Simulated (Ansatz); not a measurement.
Cost and result for the atomization energy of `C[O][Ga][O]C` radical (11 atoms, 10 bonds).

```json
{"atom": "C1", "x (Å)": "-1.0470", "y (Å)": "0.7801", "z (Å)": "1.9314"}
{"atom": "O2", "x (Å)": "-0.8477", "y (Å)": "-0.6156", "z (Å)": "1.8483"}
{"atom": "Ga3", "x (Å)": "-0.0586", "y (Å)": "-1.3704", "z (Å)": "0.4288"}
{"atom": "O4", "x (Å)": "0.4377", "y (Å)": "-0.1920", "z (Å)": "-0.8439"}
{"atom": "C5", "x (Å)": "1.0767", "y (Å)": "-0.4773", "z (Å)": "-2.0593"}
{"atom": "H6", "x (Å)": "-0.5383", "y (Å)": "1.1694", "z (Å)": "2.8199"}
{"atom": "H7", "x (Å)": "-0.6716", "y (Å)": "1.3234", "z (Å)": "1.0573"}
{"atom": "H8", "x (Å)": "-2.1172", "y (Å)": "0.9913", "z (Å)": "2.0311"}
{"atom": "H9", "x (Å)": "1.2096", "y (Å)": "0.4640", "z (Å)": "-2.6018"}
{"atom": "H10", "x (Å)": "0.4883", "y (Å)": "-1.1492", "z (Å)": "-2.6955"}
{"atom": "H11", "x (Å)": "2.0680", "y (Å)": "-0.9236", "z (Å)": "-1.9162"}
```

The species carries charge 0 and has multiplicity 2. Correlated methods include outer-core shells of Ga, which these sets cover unevenly. Scalar relativity is left out up to krypton. All single points use the PBE0-D4/def2-TZVP geometry. It is one conformer, not always the lowest. Program: Ansatz. Hardware: A = 2 threads of an AMD EPYC 7R13 on a shared host; B = 2 threads of an AMD EPYC 7R13 on a shared host and a share of an NVIDIA H100 80 GB. Times are those of one run each, without the atoms' runs, and a repeat can differ threefold. Electronic energies, without spin–orbit coupling; frozen cores. CCSD(T)/CBS adds CCSD(T) − MP2 in def2-TZVPP to the MP2 limit, and its time is that of the two runs behind it. T1 = 0.017; ⟨S²⟩ of the reference is 0.76. With those shells the extrapolation isn't a true limit. HSE06 is the plane-wave form, built on full-range PBE exchange.

CCSD(T)/CBS is a level of theory with its own doubt, some kJ/mol a heavy atom from the limit and from the frozen cores, so smaller differences don't rank the functionals.

```json
{"level": "LDA (SPW92)/def2-TZVPP [A]", "functions": "256", "wall time": "3.1 s", "atomization (kcal/mol)": "1093.0", "difference from CCSD(T)/CBS": "150.6", "per bond": "15.1"}
{"level": "BLYP-D4/def2-TZVPP [A]", "functions": "256", "wall time": "5.5 s", "atomization (kcal/mol)": "943.3", "difference from CCSD(T)/CBS": "0.9", "per bond": "0.1"}
{"level": "CCSD(T)/def2-SVP [B]", "functions": "118", "wall time": "6.5 s", "atomization (kcal/mol)": "894.9", "difference from CCSD(T)/CBS": "-47.5", "per bond": "-4.7"}
{"level": "HSE06-D4/def2-TZVPP [A]", "functions": "256", "wall time": "11 s", "atomization (kcal/mol)": "942.0", "difference from CCSD(T)/CBS": "-0.4", "per bond": "0.0"}
{"level": "CAM-B3LYP-D4/def2-TZVPP [A]", "functions": "256", "wall time": "11 s", "atomization (kcal/mol)": "946.4", "difference from CCSD(T)/CBS": "4.0", "per bond": "0.4"}
{"level": "r2SCAN-D4/def2-TZVPP (with forces) [A]", "functions": "256", "wall time": "12 s", "atomization (kcal/mol)": "948.5", "difference from CCSD(T)/CBS": "6.1", "per bond": "0.6"}
{"level": "MP2/def2-QZVPP [B]", "functions": "497", "wall time": "13 s", "atomization (kcal/mol)": "954.6", "difference from CCSD(T)/CBS": "12.2", "per bond": "1.2"}
{"level": "r2SCANh-D4/def2-TZVPP [A]", "functions": "256", "wall time": "15 s", "atomization (kcal/mol)": "940.1", "difference from CCSD(T)/CBS": "-2.3", "per bond": "-0.2"}
{"level": "ωB97X-V/def2-TZVPP [A]", "functions": "256", "wall time": "20 s", "atomization (kcal/mol)": "943.3", "difference from CCSD(T)/CBS": "0.9", "per bond": "0.1"}
{"level": "B97M-V/def2-TZVPP [A]", "functions": "256", "wall time": "21 s", "atomization (kcal/mol)": "941.3", "difference from CCSD(T)/CBS": "-1.1", "per bond": "-0.1"}
{"level": "ωB97M-V/def2-TZVPP (with forces) [A]", "functions": "256", "wall time": "26 s", "atomization (kcal/mol)": "941.6", "difference from CCSD(T)/CBS": "-0.8", "per bond": "-0.1"}
{"level": "CCSD(T)/def2-TZVPP [B]", "functions": "256", "wall time": "30 s", "atomization (kcal/mol)": "921.6", "difference from CCSD(T)/CBS": "-20.8", "per bond": "-2.1"}
{"level": "CCSD(T)/CBS(def2)", "functions": "–", "wall time": "42 s", "atomization (kcal/mol)": "942.4", "difference from CCSD(T)/CBS": "0.0", "per bond": "0.0"}
```

From BLYP to BHLYP (50 % exact exchange), in def2-TZVPP and without D4, the atomization energy moves by −32.9 kcal/mol: exact exchange takes away binding that semilocal exchange gives to molecules. Leaving LDA and LC-ωPBE aside and taking each functional with its dispersion term where it has one, the values, not all of them listed here, spread over 58.5 kcal/mol, from BHLYP-D4 to PBE-D4. LDA lies +132.9 kcal/mol from PBE without D4, its usual overbinding. The D4 term adds +7.3 kcal/mol with B3LYP and +3.8 kcal/mol with PBE0; it sums over pairs of atoms, weighted by their polarisabilities, and B3LYP, whose exchange is more repulsive, gets the larger term.

B3LYP here is the variant with VWN-RPA as its local correlation; programs differ in this.
